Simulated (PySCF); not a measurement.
SnCl2, SMILES [Cl][Sn][Cl] (connectivity only; charge and spin as stated), neutral, multiplicity 1.

Geometry: PBE0-D3(BJ)/def2-TZVP. The isomer is the one that the SMILES or the coordinates give; other isomers of the formula were not compared. The def2 effective core potentials stand for the cores of Sn; spin–orbit coupling is left out.

Two levels are set side by side: TDDFT-PBE/def2-SVPD (PySCF) and TDDFT-LC-ωPBE/def2-SVPD (PySCF). Vertical, same geometry. The lowest singlet is HOMO→LUMO 95 % with PBE and HOMO→LUMO 99 % with the other functional; states are paired by order. Differences are taken from unrounded values.

```tsv
quantity	TDDFT-PBE
lowest singlet excitation (eV)	3.60
lowest triplet excitation (TDA) (eV)	2.84
first bright state (f over 0.05) (eV)	6.05
its oscillator strength	0.14
```

Problem. These are the TDDFT-PBE values. What does TDDFT-LC-ωPBE give? (Estimate from the structure and the level; the computed values follow.)

Solution. 
```tsv
quantity	TDDFT-LC-ωPBE	TDDFT-PBE minus TDDFT-LC-ωPBE
lowest singlet excitation (eV)	4.03	-0.44
lowest triplet excitation (TDA) (eV)	2.76	0.08
first bright state (f over 0.05) (eV)	6.71	-0.66
its oscillator strength	0.25	-0.11
```

A lower first singlet is the usual sign of a functional without exact exchange. Differences between two approximate levels are no errors against the true value.

Rough cost on one machine, each run with all the roots and properties that it gave: TDDFT-LC-ωPBE against TDDFT-PBE about 3 times.
